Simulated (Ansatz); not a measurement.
**Molecular dynamics of CH7Ga**

input.yaml

```yaml
crystal:
  periodic: [false, false, false]
  atoms:
    - { symbol: Ga, position_ang: [-0.044661, -0.268501, 0.029444] }
    - { symbol: C, position_ang: [-0.02118, -0.045242, 2.240526] }
    - { symbol: H, position_ang: [-0.984052, -0.1728, 2.751455] }
    - { symbol: H, position_ang: [0.782089, -0.496687, 2.839583] }
    - { symbol: H, position_ang: [0.190719, 1.034309, 2.20112] }
    - { symbol: H, position_ang: [1.418921, -0.100167, -0.482042] }
    - { symbol: H, position_ang: [-1.463287, 0.154869, -0.45931] }
    - { symbol: H, position_ang: [-0.184608, -1.969441, 0.524209] }
    - { symbol: H, position_ang: [-0.124244, -1.295441, 1.379516] }
basis:
  gaussian: { orbitals: def2-mTZVP }
hamiltonian:
  xc: pbe
  dispersion: d4
md:
  timestep: 0.5
  n_steps: 200
  ensemble: nve
  temperature: 300.0
  initial_velocities: maxwell_boltzmann
  seed: 7375
```

Run as:

```bash
$ ansatz run input.yaml --threads 1 --pin off --max-ram 2048MiB --backend cpu --events-out ev --progress --plain --runs-dir out
```

It starts at the highest image of a converged band, a first-order saddle point between two minima.

Output, in part (step lines, the closing report, with atoms numbered from 0):

```
md step     0: t =     0.00 fs  T =   300.0 K  F+E_penalty+E_count = -53517.10847458 eV  E_kin = 0.271446 eV  conserved = -53516.83702859 eV  (27 SCF iters)
md step     1: t =     0.50 fs  T =   294.9 K  F+E_penalty+E_count = -53517.10374501 eV  E_kin = 0.266800 eV  conserved = -53516.83694538 eV  (29 SCF iters)
md step     2: t =     1.00 fs  T =   280.0 K  F+E_penalty+E_count = -53517.09005964 eV  E_kin = 0.253346 eV  conserved = -53516.83671354 eV  (30 SCF iters)
md step     3: t =     1.50 fs  T =   259.3 K  F+E_penalty+E_count = -53517.07102495 eV  E_kin = 0.234618 eV  conserved = -53516.83640710 eV  (30 SCF iters)
md step     4: t =     2.00 fs  T =   237.9 K  F+E_penalty+E_count = -53517.05139623 eV  E_kin = 0.215267 eV  conserved = -53516.83612944 eV  (30 SCF iters)
md step     5: t =     2.50 fs  T =   220.5 K  F+E_penalty+E_count = -53517.03548832 eV  E_kin = 0.199517 eV  conserved = -53516.83597145 eV  (29 SCF iters)
md step     6: t =     3.00 fs  T =   209.8 K  F+E_penalty+E_count = -53517.02578415 eV  E_kin = 0.189813 eV  conserved = -53516.83597066 eV  (29 SCF iters)
md step     7: t =     3.50 fs  T =   205.8 K  F+E_penalty+E_count = -53517.02234635 eV  E_kin = 0.186248 eV  conserved = -53516.83609854 eV  (29 SCF iters)
[... lines left out ...]
Total energy: -53518.13438774 eV, -1966.7551628550 hartree
Atom 0 at    -0.019790    -0.334391    -0.453961 Å, force    -0.753708    -1.972945    -0.246381 eV/Å
Atom 1 at    -0.121427     0.191549     4.422593 Å, force     0.723560    -2.635583    -2.737995 eV/Å
Atom 2 at     0.210145     0.613636     5.316308 Å, force     0.513977     1.105460     1.565167 eV/Å
Atom 3 at     0.043581     0.836970     3.506247 Å, force     0.096604    -0.558431     0.990409 eV/Å
Atom 4 at    -1.174333    -0.074348     4.456501 Å, force    -0.386780     0.069546     0.193082 eV/Å
Atom 5 at     1.386091    -0.988964    -0.073253 Å, force    -0.012415     0.658367     0.006349 eV/Å
Atom 6 at    -0.829614     0.989821    -0.360872 Å, force     0.273958     0.431430     0.073956 eV/Å
Atom 7 at    -0.981445    -1.640689    -0.966729 Å, force     0.492940     0.883349     0.191060 eV/Å
Atom 8 at     0.455296    -0.845746     4.312453 Å, force    -0.948137     2.018807    -0.035649 eV/Å
Dipole moment:     0.097091     0.189944     0.051132 e Å
```

The steps, from the saved trajectory:

```csv
time (fs),T (K),potential energy less start (eV),conserved less start (meV/atom)
0,300,0.000,0.00
3,210,0.083,0.12
6,203,0.088,0.06
9,245,0.051,0.13
12,516,-0.195,0.06
15,678,-0.342,-0.03
18,1005,-0.640,-0.20
21,1140,-0.759,0.03
24,1368,-0.966,0.05
27,1470,-1.060,-0.13
30,1430,-1.024,-0.19
33,1197,-0.811,0.07
36,1193,-0.808,0.00
39,1196,-0.809,0.17
42,1574,-1.155,-0.28
45,1405,-0.998,0.19
48,1751,-1.315,-0.21
51,1551,-1.129,0.29
54,1621,-1.197,-0.21
57,1234,-0.843,0.19
60,1423,-1.019,-0.28
63,1358,-0.956,0.06
66,1566,-1.145,0.02
69,1659,-1.229,0.00
72,1682,-1.251,-0.09
75,1790,-1.352,-0.33
78,1475,-1.063,0.10
81,1331,-0.933,-0.02
84,1191,-0.804,0.26
87,1600,-1.179,-0.30
90,1504,-1.088,0.10
93,1783,-1.344,-0.23
96,1614,-1.188,0.11
99,1538,-1.120,0.02
```

All steps were run. The conserved energy stayed within 0.39 meV per atom of its start (net change 0.075 meV per atom), so the integration is sound. The kinetic energy rose, since the run started high on the potential surface and went downhill. It ends in pieces (CH4 + GaH3), so much of that is their flight and rotation, not heat. A run of 0.1 ps of so small a system gives no equilibrium averages. The orbitals stay closed-shell, which can raise the energy where a bond breaks towards radicals; this wasn't checked here.

Between its relaxed ends the band would form Ga1–H8, C2–H9 and break Ga1–C2, H8–H9. These pairs go: Ga1–H8 1.78 → 1.70 Å, C2–H9 1.52 → 1.19 Å, Ga1–C2 2.22 → 4.91 Å, H8–H9 1.09 → 5.53 Å. In the last frame they stand as after the step (other bonds may differ from the relaxed reactants and products). Also parted: Ga1–H9 1.70 → 4.82 Å. It ends as CH4 + GaH3. Pairs count as bonded within 1.25 times the sum of covalent radii (0.12 Å more for H–H).

Last frame:

```xyz
9
Properties=species:S:1:pos:R:3
Ga -0.020 -0.334 -0.454
C -0.121 0.192 4.423
H 0.210 0.614 5.316
H 0.044 0.837 3.506
H -1.174 -0.074 4.457
H 1.386 -0.989 -0.073
H -0.830 0.990 -0.361
H -0.981 -1.641 -0.967
H 0.455 -0.846 4.312
```

Time of the run: 5.8 min on 1 thread of Arm Neoverse V2, on a shared host, peak memory 0.15 GiB.
